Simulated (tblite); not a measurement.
C7H13P.
Structure used (GFN2-xTB), in Å, numbered top down from 1:
```xyz
21
C7H13P angstrom
C      1.7813    0.3653    0.5495
C      1.4679   -1.0335    0.0282
C      0.0229   -1.0114   -0.4739
C     -1.0143   -1.1271    0.6541
C     -2.1509   -0.1548    0.3601
C     -1.4915    1.1573   -0.0479
P     -0.2143    0.6617   -1.3200
C      1.3468    1.3357   -0.5442
H      1.2177    0.5525    1.4654
H      2.8422    0.4786    0.7796
H      1.6026   -1.7936    0.8001
H      2.1404   -1.2658   -0.8007
H     -0.1377   -1.8079   -1.2070
H     -1.3818   -2.1509    0.7409
H     -0.5529   -0.8571    1.6059
H     -2.7515   -0.5338   -0.4701
H     -2.8052   -0.0254    1.2243
H     -2.2074    1.8557   -0.4844
H     -1.0137    1.6400    0.8077
H      2.1033    1.3792   -1.3328
H      1.1872    2.3522   -0.1806
```

Computed with GFN2-xTB (tblite): harmonic, unscaled wavenumbers at the GFN2-xTB geometry, gas phase. Errors from tens to a few hundred cm⁻¹ against measured bands are possible. One conformer, not necessarily the lowest.

Harmonic wavenumbers (cm⁻¹): 105.5, 179.1, 264.2, 275.1, 352.4, 402.8, 475.7, 511.4, 561.0, 672.1, 685.9, 711.1, 795.0, 827.6, 857.6, 891.9, 928.6, 953.5, 967.5, 997.9, 1019.6, 1029.7, 1071.0, 1089.6, 1103.5, 1125.1, 1137.5, 1164.8, 1179.8, 1214.7, 1231.0, 1245.0, 1255.0, 1286.1, 1309.0, 1319.1, 1327.3, 1330.6, 1449.7, 1453.1, 1480.3, 1484.7, 1491.3, 1504.7, 2928.5, 2945.6, 2948.3, 2962.6, 2963.4, 2971.2, 2971.8, 2973.5, 2975.6, 2980.6, 2981.8, 2986.7, 2988.5.

A = 2600, B = 1777, C = 1373 MHz; mass 128.075 u (most abundant isotopes); point group C1, symmetry number 1.

Problem. Zero-point energy?

Solution. ½Σν̃ = 40648 cm⁻¹ = 116.22 kcal/mol.

Problem. Entropy at 298.15 K, 1 bar (ideal gas, RRHO, classical rotation)?

Solution. Translation 40.48, rotation 28.32, vibration 15.89: S = 84.7 cal/(mol K).

Problem. And Cp and H(298.15 K) − H(0)?

Solution. Cp = 32.93 cal/(mol K), of which vibrations give 24.98 (their classical limit is 57 R = 113.3); H(298.15 K) − H(0) = 5.32 kcal/mol without the zero-point energy, 2.95 from vibrations.

Problem. What must be added to the electronic energy to get the Gibbs energy at 298.15 K and 1 bar?

Solution. ZPE + [H(298.15 K) − H(0)] − T·S = 116.22 + 5.32 − 25.25 = 96.29 kcal/mol.

Problem. Which modes carry the vibrational entropy at 298.15 K?

Solution. 105.5 cm⁻¹: 3.35; 179.1 cm⁻¹: 2.34; 264.2 cm⁻¹: 1.63; 275.1 cm⁻¹: 1.56; 352.4 cm⁻¹: 1.16; 402.8 cm⁻¹: 0.95 cal/(mol K); the other 51 give 4.89 together.

Problem. Blend soft modes into free rotors: weight 1/[1 + (100 cm⁻¹/ν̃)⁴] for the oscillator and the rest for a rotor with moment μB/(μ + B), μ = h/(8π²ν), B = 10⁻⁴⁴ kg m². What vibrational entropy results?

Solution. 15.66 cal/(mol K) in place of 15.89, which changes −T·S at 298.15 K by +0.07 kcal/mol.

Problem. How do the functions run with temperature in this model?

Solution. 
```
T (K)  S (cal/(mol K))  Cp (cal/(mol K))  H − H(0) (kcal/mol)  G − H(0) (kcal/mol)  ln q(vib)
  150             68.5              16.9                 1.71                -8.57       0.89
  250             79.4              27.1                 3.88               -15.98       2.24
  400             96.1              45.4                 9.32               -29.13       4.85
  600            118.5              64.9                20.47               -50.61       9.03
  900            148.6              83.5                42.99               -90.79      15.72
```

q(vib) and H(0) count from the zero-point level.

Hindered rotation and anharmonicity are outside this model. Other conformers, if any are populated, would add a mixing term that is left out. The structure is chiral; the term R ln 2 for an equal mix with its mirror image is left out.

The run took 0.85 s of wall time on Arm Neoverse V1, one thread, shared host with 32 logical CPUs at a one-minute load of 26. This covers the Hessian and the dipole derivatives.
